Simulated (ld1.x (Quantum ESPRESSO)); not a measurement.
PBE ultrasoft dataset for Gd, fully relativistic all-electron reference.

ld1.x (Quantum ESPRESSO) 7.5 input, shortened:

```
&input
   title='Gd', zed=64., rel=2, dft='PBE', iswitch=3,
   config='[Xe] 4f7 5d1 6s0 6p0', rel_dist='average'
 /
 &inputp
   pseudotype=3, tm=.true., lloc=-2, rcloc=2.20,
   nlcc=.false.,
   which_augfun='PSQ', rmatch_augfun=2.10
 /
6
5S  1  0   2.00   0.00  2.05  2.40  0.0
6S  2  0   0.00   0.00  2.05  2.40  0.0
5P  2  1   6.00   0.00  2.00  2.35  0.0
6P  3  1   0.00   0.00  2.00  2.35  0.0
5D  3  2   1.00   0.00  2.30  2.70  0.0
5D  3  2   0.00  -0.50  2.30  2.70  0.0
 &test
   configts(1)='5s2 5p6 5d1 6s0 6p0'
 /
```

Open shells are filled in proportion to 2j + 1 (rel_dist='average').

All-electron outer shells of the reference configuration (PBE, scalar-relativistic, ld1.x):

```json
{"shell": "5s", "level (eV)": "-63.52", "outermost node (bohr)": "0.65", "outermost maximum (bohr)": "1.20"}
{"shell": "5p", "level (eV)": "-40.98", "outermost node (bohr)": "0.70", "outermost maximum (bohr)": "1.35"}
{"shell": "4f", "level (eV)": "-22.46", "outermost node (bohr)": "–", "outermost maximum (bohr)": "0.56"}
{"shell": "5d", "level (eV)": "-15.18", "outermost node (bohr)": "0.79", "outermost maximum (bohr)": "1.88"}
{"shell": "6s", "level (eV)": "-15.03", "outermost node (bohr)": "1.58", "outermost maximum (bohr)": "3.05"}
{"shell": "6p", "level (eV)": "-10.73", "outermost node (bohr)": "1.87", "outermost maximum (bohr)": "3.78"}
```

(1) Estimate the cutoffs (Ry, on a coarse ladder) from which the occupation-weighted sum of valence levels, in a spherical-Bessel basis at the reference potential, stays within 10 and 1 mRy of its value at 400 Ry.

(2) What does a ghost test show?

(3) Is the overlap operator S = 1 + Σ q|β⟩⟨β| positive definite (Bessel basis up to 400 Ry)?

Results:

(1) 15 Ry and 25 Ry.

(2) No extra level below or beside the all-electron valence levels (s, p1/2, p3/2, d3/2, d5/2, f tested).

(3) Barely: its lowest eigenvalue is 0.026 (s channel).

Test run stopped at test 1 of 7 (negative rho).
